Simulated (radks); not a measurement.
All-electron atom: Cu in [Ne] 3s2 3p4 3d10 4s1 4d2 (not the ground configuration). Method: Dirac Kohn-Sham, HCTH/407, spin-unpolarised, spherical densities, finite nucleus; open shells fill j = l - 1/2 first; Fermi nuclear charge, rms radius 3.8823 fm; computed with a radial shooting solver on a logarithmic mesh with Libxc functionals.

X-ray form factor f0, the Fourier transform of the density (f0(0) = 29):

sin(theta)/lambda (1/angstrom)  f0 (electrons)
0.05                                    27.500
0.1                                     25.755
0.15                                    24.294
0.2                                     22.744
0.25                                    21.105
0.3                                     19.467
0.4                                     16.395
0.5                                     13.762
0.6                                     11.643
0.8                                      8.803
1                                        7.235
1.25                                     6.094
1.5                                      5.249
2                                        3.787
